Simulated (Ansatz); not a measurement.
Geometry optimisation, UKS PBE0-D4/def2-SVP (Ansatz).

The input (input.yaml):

```yaml
crystal:
  periodic: [false, false, false]
  atoms:
    - { symbol: B, position_ang: [0.15621, -0.48385, -1.37256] }
    - { symbol: S, position_ang: [-0.99042, 0.44289, -0.38399] }
    - { symbol: B, position_ang: [-0.32767, 0.55923, 1.29357] }
    - { symbol: Cl, position_ang: [1.13112, -0.13187, 1.80658] }
    - { symbol: H, position_ang: [1.14672, -0.89397, -0.91599] }
    - { symbol: H, position_ang: [-0.1378, -0.65149, -2.48739] }
    - { symbol: H, position_ang: [-2.15023, 1.15782, -0.16466] }
magnetization:
  spin_polarized: true
basis:
  gaussian: { orbitals: def2-SVP }
hamiltonian:
  xc: pbe0
  dispersion: d4
relax:
  f_tol: 0.02
  max_steps: 50
```

Command:

```bash
$ ansatz run input.yaml --threads 2 --pin off --max-ram 3072MiB --backend cpu --events-out ev --progress --plain --runs-dir out
```

Question: Where does it end, and by what steps?

Answer: The run converged. After 21 steps the energy has fallen by 2.157 eV; H5 moved furthest, 1.20 Å. Parted: S2–B3 (1.81 → 3.23 Å).

| step | energy less start (eV) | largest force component (eV/Å) | accepted |
| --- | --- | --- | --- |
| 0 | 0.0000 | 3.499 | yes |
| 1 | -0.8761 | 1.064 | yes |
| 2 | -1.3208 | 1.382 | yes |
| 3 | -1.5177 | 2.167 | yes |
| 4 | -1.6944 | 1.667 | yes |
| 5 | -1.9093 | 0.785 | yes |
| 6 | -2.0391 | 0.666 | yes |
| 7 | -2.1077 | 0.595 | yes |
| 8 | -2.1320 | 0.377 | yes |
| 9 | -2.1366 | 0.453 | yes |
| 10 | -2.0835 | 0.616 | no |
| 11 | -2.1478 | 0.137 | yes |
| 12 | -2.1461 | 0.111 | no |
| 13 | -2.1524 | 0.064 | yes |
| 14 | -2.1541 | 0.060 | yes |
| 15 | -2.1549 | 0.113 | yes |
| 16 | -2.1557 | 0.052 | yes |
| 17 | -2.1563 | 0.046 | yes |
| 18 | -2.1566 | 0.060 | yes |
| 19 | -2.1568 | 0.025 | yes |
| 20 | -2.1568 | 0.023 | no |
| 21 | -2.1569 | 0.015 | yes |

```xyz
7
Properties=species:S:1:pos:R:3
B 0.093 -0.386 -1.782
S -0.318 1.004 -0.763
B -0.696 0.367 2.379
Cl 0.890 -0.148 2.808
H 1.260 -0.507 -2.049
H -0.750 -1.154 -2.168
H -1.652 0.823 -0.648
```

Whether the end is a true minimum wasn't checked by a vibrational analysis.

Run time: 26 s on 2 threads of AMD EPYC 9R45 96-Core Processor (Zen 5) (shared host), peak memory 0.27 GiB.
